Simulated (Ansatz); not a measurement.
`[SiH3][SiH2][InH2]` + `C[SeH]` → `C[Se][InH2]` + disilane at 500 K and 1 bar (cleavage of the In–Si bond).

Isolated molecules relaxed with PBE0-D4/def2-TZVP in Ansatz; ΔE leaves out vibrations. CBS: MP2 limit from def2 TZ/QZ plus the TZ coupled-cluster correction, frozen cores. def2 core potentials past Kr. For In, Se outer-core shells are correlated without core-valence functions, which leaves a few kJ/mol of doubt a bond. Scalar relativity is left out up to krypton.

| species | CCSD(T)/CBS energy (Eh) | H − E (kJ/mol) | S (J/(mol·K)) |
| --- | --- | --- | --- |
| `[SiH3][SiH2][InH2]` | -772.14490 | 190.9 | 451.9 |
| `C[SeH]` | -2441.15625 | 142.1 | 299.3 |
| `C[Se][InH2]` | -2631.58862 | 170.8 | 402.6 |
| `[SiH3][SiH3]` | -581.74359 | 163.1 | 323.1 |

H − E and S are ideal-gas, rigid-rotor, harmonic terms from PBE0-D4/def2-TZVP, for one conformer and one mirror image of each species. 1 Eh = 2625.50 kJ/mol, R = 8.31446 J/(mol·K).

**Question.** By hand: ΔE, ΔH, ΔS and ΔG.

**Answer.** ΔE = (-2631.58862) + (-581.74359) − (-772.14490) − (-2441.15625) = -0.03106 Eh = -81.5 kJ/mol. Δ(H − E) = 170.8 + 163.1 − 190.9 − 142.1 = 0.9, so ΔH = -80.6 kJ/mol. ΔS = 402.6 + 323.1 − 451.9 − 299.3 = -25.5 J/(mol·K). ΔG = -80.6 − 500 × (-25.5)/1000 = -67.8 kJ/mol.

**Question.** By hand: the equilibrium constant, and the temperature at which ΔG would vanish if ΔH and ΔS stayed fixed.

**Answer.** log₁₀ K = −ΔG/(RT ln 10) = 7.1. ΔG = 0 at ΔH/ΔS = 3161 K, far beyond where these terms or the molecules hold.

ΔH outweighs TΔS. A doubt of 5 kJ/mol in ΔE shifts log₁₀ K by 0.5 here. Other conformers and mirror images would add mixing entropy, several J/(mol·K) or more a flexible species. Modes under 60 cm⁻¹, often nearly free rotors, make the harmonic entropy too high. These are equilibria of isolated gas molecules and say nothing of rates. Largest T1 diagnostic: 0.014 (customary marks: 0.02 for closed shells, 0.045 for open ones).
